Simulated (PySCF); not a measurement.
C2H9NOSi. Atoms are numbered in the order given.

```xyz
14

C      2.1396    -0.9327     0.2384
C      1.1525     0.1502     0.6832
Si    -0.3876     0.2730    -0.3838
N     -1.2236    -1.2306    -0.3122
O     -1.3690     1.5193     0.1655
H      3.0150    -0.9952     0.9052
H      1.6566    -1.9225     0.2190
H      2.5154    -0.7396    -0.7801
H      1.6474     1.1396     0.7082
H      0.8198    -0.0294     1.7238
H     -0.0320     0.5068    -1.8198
H     -1.4758    -1.6094     0.5967
H     -1.9605    -1.4248    -0.9837
H     -0.9939     2.4073     0.1363
```
Charge 0, spin multiplicity 1.

Geometry optimised at r2SCAN-D4/def2-SVP. The structure was generated by enumeration; whether it is a known compound was not checked. The values are those of a single conformer.

All values below come from PBE/pcSseg-1 (PySCF).

GIAO shieldings, no solvent; atoms listed in one row are averaged. δ = σ(ref) − σ: ¹³C against TMS (σ = 182.0 ppm); ²⁹Si against TMS (σ = 335.4 ppm); ¹⁵N against NH3 (σ = 267.0 ppm); ¹⁷O against H2O (σ = 334.3 ppm); ¹H against TMS (σ = 31.49 ppm), references at their B3LYP-D3(BJ)/def2-TZVP geometries, non-relativistic.

Computed chemical shifts:
| nucleus | atoms | count | δ (ppm) |
|---|---|---|---|
| ¹³C | C2 | 1 | 15.1 |
| ¹³C | C1 | 1 | 11.6 |
| ²⁹Si | Si3 | 1 | -8.8 |
| ¹⁵N | N4 | 1 | 33.0 |
| ¹⁷O | O5 | 1 | 68.8 |
| ¹H | H11 | 1 | 5.31 |
| ¹H | H6, H7, H8 | 3 | 1.31 |
| ¹H | H13 | 1 | 1.17 |
| ¹H | H14 | 1 | 1.02 |
| ¹H | H10 | 1 | 0.85 |
| ¹H | H12 | 1 | 0.78 |
| ¹H | H9 | 1 | 0.68 |
